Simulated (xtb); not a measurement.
C₂H₄NO (SMILES [CH2-]C(N)=O), charge -1, singlet, at a GFN2-xTB geometry; GFN1-xTB (xtb 6.7.1).

Input for xtb:
```
$ xtb mol.xyz --gfn 1 --chrg -1 --ohess --json

# file mol.xyz
8

O      0.32110613     1.27946334     0.38290945
C     -0.07152129     0.13590853     0.02919906
N      0.98097901    -0.77888988    -0.45034161
C     -1.32792987    -0.37556948     0.02513769
H      0.80110933    -1.73036322    -0.14616487
H     -1.53323136    -1.38272268    -0.31366156
H     -2.17708968     0.23305976     0.29417115
H      1.87021653    -0.46548576    -0.07124953
```

Question: What does xtb print? Leave out banner, timings and long lists.

Answer: 
```
   ID    Z sym.   atoms
    1    8 O      1
    2    6 C      2, 4
    3    7 N      3
    4    1 H      5-8

           -------------------------------------------------
          |                Calculation Setup                |
           -------------------------------------------------

           -------------------------------------------------
          |                 G F N 1 - x T B                 |
           -------------------------------------------------

          ...................................................
          :                      SETUP                      :
          :.................................................:
          :  # basis functions                  24          :
          :  # atomic orbitals                  24          :
          :  # shells                           16          :
          :  # electrons                        24          :
          :  # halogen bonds                     0          :
          :  max. iterations                   250          :
          :  Hamiltonian                  GFN1-xTB          :
          :  restarted?                      false          :
          :  GBSA solvation                  false          :
          :  PC potential                    false          :
          :  electronic temp.          300.0000000     K    :
          :  accuracy                    1.0000000          :
          :  -> integral cutoff          0.2500000E+02      :
          :  -> integral neglect         0.1000000E-07      :
          :  -> SCF convergence          0.1000000E-05 Eh   :
          :  -> wf. convergence          0.2000000E-04 e    :
          :  Broyden damping             0.4000000          :
          :  net charge                         -1          :
          :  unpaired electrons                  0          :
          ...................................................

 iter      E             dE          RMSdq      gap      omega  full diag
   1    -14.5604155 -0.145604E+02  0.893E+00    6.18       0.0  T
   2    -14.6317599 -0.713444E-01  0.513E+00    5.22       1.0  T
   3    -14.6316928  0.671089E-04  0.167E+00    5.47       1.0  T
   4    -14.6336916 -0.199881E-02  0.946E-02    5.31       1.0  T
   5    -14.6337513 -0.596752E-04  0.336E-02    5.33       1.1  T
   6    -14.6337532 -0.189400E-05  0.124E-02    5.33       2.9  T
   7    -14.6337532 -0.351843E-07  0.167E-03    5.33      21.2  T
   8    -14.6337532 -0.200930E-07  0.235E-04    5.33     150.3  T
   9    -14.6337532 -0.342160E-09  0.937E-05    5.33     377.4  T
  10    -14.6337532 -0.463842E-10  0.240E-05    5.33    1471.4  T

   *** convergence criteria satisfied after 10 iterations ***

         :::::::::::::::::::::::::::::::::::::::::::::::::::::
         ::                     SUMMARY                     ::
         :::::::::::::::::::::::::::::::::::::::::::::::::::::
         :: total energy             -14.489524500412 Eh    ::
         :: gradient norm              0.022098079392 Eh/a0 ::
         :: HOMO-LUMO gap              5.330655664778 eV    ::
         ::.................................................::
         :: SCC energy               -14.633753222269 Eh    ::
         :: -> electrostatic           0.220658312109 Eh    ::
         :: repulsion energy           0.146124277307 Eh    ::
         :: dispersion energy         -0.001895555451 Eh    ::
         :: halogen bond corr.         0.000000000000 Eh    ::
         :: add. restraining           0.000000000000 Eh    ::
         :: total charge              -1.000000000000 e     ::
         :::::::::::::::::::::::::::::::::::::::::::::::::::::

      -----------------------------------------------------------
     |                   =====================                   |
     |                        A N C O P T                        |
     |                   =====================                   |
     |               Approximate Normal Coordinate               |
[...]
 * total energy  :   -14.4895245 Eh     change       -0.2282619E-11 Eh
 * total energy  :   -14.4898806 Eh     change       -0.3561216E-03 Eh
 * total energy  :   -14.4899166 Eh     change       -0.3597105E-04 Eh
 * total energy  :   -14.4899521 Eh     change       -0.3546298E-04 Eh
 * total energy  :   -14.4899591 Eh     change       -0.7071583E-05 Eh
 * total energy  :   -14.4899646 Eh     change       -0.5442318E-05 Eh
 * total energy  :   -14.4899663 Eh     change       -0.1682148E-05 Eh
   *** GEOMETRY OPTIMIZATION CONVERGED AFTER 7 ITERATIONS ***
         :: total energy             -14.489966252056 Eh    ::
[...]
   9: 59.52  10:  5.02  11: 35.01  12: 37.07  13:270.19  14:216.34  15: 19.19  16: 12.81
  17:205.07  18: 50.48  19: 76.52  20:848.59  21:  9.34  22: 55.46  23:  4.64  24: 14.26
 Raman intensities (Ä⁴*amu⁻¹)
   1:  0.00   2:  0.00   3:  0.00   4:  0.00   5:  0.00   6:  0.00   7:  0.00   8:  0.00
   9:  0.00  10:  0.00  11:  0.00  12:  0.00  13:  0.00  14:  0.00  15:  0.00  16:  0.00
  17:  0.00  18:  0.00  19:  0.00  20:  0.00  21:  0.00  22:  0.00  23:  0.00  24:  0.00
 output can be read by thermo (or use thermo option).
 writing <g98.out> molden fake output.
 recommended (thermochemical) frequency scaling factor: 1.0
           -------------------------------------------------
          |             Thermodynamic Functions             |
           -------------------------------------------------

c1  symmetry found (for desy threshold:  0.10E+00) used in thermo

          ...................................................
          :                      SETUP                      :
          :.................................................:
          :  # frequencies                          18      :
          :  # imaginary freq.                       0      :
          :  linear?                             false      :
          :  only rotor calc.                    false      :
          :  symmetry                               c1      :
          :  rotational number                       1      :
          :  scaling factor                  1.0000000      :
          :  rotor cutoff                   50.0000000 cm⁻¹ :
          :  imag. cutoff                  -20.0000000 cm⁻¹ :
          :.................................................:

    mode    ω/cm⁻¹     T·S(HO)/kcal·mol⁻¹    T·S(FR)/kcal·mol⁻¹   T·S(vib)
   ------------------------------------------------------------------------
       1    227.17    -0.56684 ( 99.77%)    -0.60779 (  0.23%)    -0.56693
   ------------------------------------------------------------------------

   temp. (K)  partition function   enthalpy   heat capacity  entropy
                                   cal/mol     cal/K/mol   cal/K/mol   J/K/mol
 298.15  VIB   2.49                 1132.275      9.945      5.607
         ROT  0.354E+05              888.752      2.981     23.797
         INT  0.880E+05             2021.028     12.926     29.405
         TR   0.428E+27             1481.254      4.968     38.080
         TOT                        3502.2817    17.8944    67.4846   282.3555

       T/K    H(0)-H(T)+PV         H(T)/Eh          T*S/Eh         G(T)/Eh
   ------------------------------------------------------------------------
    298.15    0.558124E-02    0.641433E-01    0.320641E-01    0.320792E-01
   ------------------------------------------------------------------------

         :::::::::::::::::::::::::::::::::::::::::::::::::::::
         ::                  THERMODYNAMIC                  ::
         :::::::::::::::::::::::::::::::::::::::::::::::::::::
         :: total free energy         -14.457887100725 Eh   ::
         ::.................................................::
         :: total energy              -14.489966252056 Eh   ::
         :: zero point energy           0.058562017622 Eh   ::
         :: G(RRHO) w/o ZPVE           -0.026482866291 Eh   ::
         :: G(RRHO) contrib.            0.032079151331 Eh   ::
         :::::::::::::::::::::::::::::::::::::::::::::::::::::

optimized geometry written to: xtbopt.xyz

           -------------------------------------------------
          | TOTAL ENERGY              -14.489966252056 Eh   |
          | TOTAL ENTHALPY            -14.425822993232 Eh   |
          | TOTAL FREE ENERGY         -14.457887100725 Eh   |
          | GRADIENT NORM               0.000531702792 Eh/α |
          | HOMO-LUMO GAP               5.243042636793 eV   |
           -------------------------------------------------

normal termination of xtb
```
